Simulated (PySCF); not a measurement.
Spectra and structures to be paired. Theory: PySCF 2.14.0, density-fitted response routines, TDDFT B3LYP/def2-SVPD, vertical, gas phase, core orbitals frozen in the response, def2 core potentials past Kr. Geometries: PBE0-D3(BJ)/def2-SVP; one conformer of each isolated species. Triplets are in the Tamm–Dancoff approximation. Atoms past krypton carry core potentials; spin–orbit coupling is left out. Ions are computed without counter-ions or solvent.

A. `[F][In-]([F])([F])[F]`
B. `Br[C@H]1[C@@H]2CC[C@H]1C2`
C. `C=C1CCC[C@@H]1Br`
D. `N#CSc1ccccc1`

Lowest singlet levels (six at most, fewer where fewer were computed) with oscillator strengths:

1. 4.96 eV (f 0.001); 5.18 eV (f 0.001); 5.28 eV (f 0.005); 5.47 eV (f 0.005); 5.90 eV (f 0.062); 6.04 eV (f 0.002); T1 4.08 eV
2. 6.54 eV (f 0.000 summed over 3 states); 6.67 eV (f 0.000 summed over 2 states); 6.72 eV (f 0.371 summed over 3 states) [of 10 roots; the last level is left out, as the window may have cut its degenerate partner]; T1 6.17 eV
3. 5.09 eV (f 0.052); 5.27 eV (f 0.001); 5.75 eV (f 0.133); 6.40 eV (f 0.043); 6.75 eV (f 0.011); 6.88 eV (f 0.004)
4. 5.98 eV (f 0.001); 6.14 eV (f 0.002); 7.01 eV (f 0.043); 7.17 eV (f 0.023); 7.46 eV (f 0.000); 7.53 eV (f 0.000)

Question: Match each spectrum to its molecule.

Answer: 1 = D, 2 = A, 3 = C, 4 = B.
- A: S1 at 6.54 eV, HOMO-3→LUMO (95%); Löwdin shares by element: HOMO (one of a set within 0.03 eV) fluorine 94%; LUMO indium 60%, fluorine 31% or more; HOMO -5.45 and LUMO 2.28 eV; point group Td, 5 of its 8 listed states under f = 0.0005.
- B: S1 at 5.98 eV, HOMO→LUMO (97%); Löwdin shares by element: HOMO bromine 71%, carbon 22% or more; LUMO bromine 53%, carbon 21% or more (atoms not listed hold the other 25%); HOMO -7.35 and LUMO -0.24 eV; point group Cs, 2 of its 6 listed states under f = 0.0005.
- C: S1 at 5.09 eV, HOMO→LUMO (68%), HOMO-2→LUMO (29%); Löwdin shares by element: HOMO carbon 58% or more, bromine 29%; LUMO carbon 51% or more, bromine 31% (atoms not listed hold the other 18%); HOMO -7.00 and LUMO -1.21 eV.
- D: S1 at 4.96 eV, HOMO→LUMO (98%); Löwdin shares by element: HOMO sulfur 51%, carbon 21% or more, nitrogen 21%; LUMO carbon 62% or more (atoms not listed hold the other 38%); HOMO -7.51 and LUMO -1.58 eV.
C and D have S1 within 0.14 eV of each other; their strongest listed levels stand at 5.75 eV (f 0.133) and 5.90 eV (f 0.062).
